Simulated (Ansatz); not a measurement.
Program: Ansatz. Geometries: PBE0-D4/def2-TZVP. ΔE: electronic, gas phase. CCSD(T)/CBS adds triple-zeta CCSD(T) − MP2 to the extrapolated MP2 energy (def2 sets, frozen cores). DFT in def2-TZVPP. B3LYP here is the variant with VWN-RPA as its local correlation; programs differ in this. For Se outer-core shells are correlated without core-valence functions, which leaves a few kJ/mol of doubt a bond. Scalar relativity is left out up to krypton. Each species was taken in one conformer, which may not be the lowest.

Consider the redistribution: `[F][AlH][SeH]` + `C[O][Al]([O]C)[O]C` → `C[O][AlH][SeH]` + `C[O][Al]([F])[O]C`.

| level | ΔE (kJ/mol) |
| --- | --- |
| PBE0-D4 | 3.3 |
| PBE | 4.3 |
| B3LYP | 4.9 |
| CCSD/def2-TZVPP | 3.6 |

What does CCSD(T)/CBS give? (Estimate.)

Computed: +3.2 kJ/mol. The listed levels differ from it by 0.1, 1.1, 1.7, 0.4 kJ/mol.

Largest T1 diagnostic among the species: 0.012.
